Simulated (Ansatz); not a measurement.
Species: sum formula H₆BN₂O (charge +1, singlet). It need not be the lowest isomer of its formula. 
Coordinates optimised at B3LYP-D3(BJ)/def2-TZVP (Ansatz, an electronic-structure program):
```
B
N 1 1.3819
H 2 1.0074 1 125.06
H 2 1.0082 3 112.77 1 -170.13
N 1 1.3820 2 133.56 3 -156.08
H 5 1.0073 1 125.49 2 -156.58
H 5 1.0083 6 112.62 1 -170.92
O 1 1.5293 2 112.85 3 23.65
H 8 0.9706 1 122.73 2 -157.37
H 8 0.9709 9 113.76 1 167.77
```
Charge +1, spin multiplicity 1.

Basis-set convergence of Hartree-Fock and CCSD(T) correlation energies (hartree) with Ansatz. Valence correlation only, unless marked. No spin-orbit coupling. No relativistic terms.

```
basis    functions       E(HF)  E(corr, CCSD(T))
-------  ---------  ----------  ----------------
cc-pVDZ         86  -211.83190          -0.65838
cc-pVTZ        204  -211.90387          -0.81588
cc-pVQZ        400  -211.91999          -0.86611
```

Extrapolating the two largest sets (X = 3 and 4) as X^-3: E(corr) = (64·(-0.86611) - 27·(-0.81588))/37 = -0.9028 Eh, an estimate of the basis-set limit. The largest set recovers 95.9 % of it, the smallest 72.9 %.
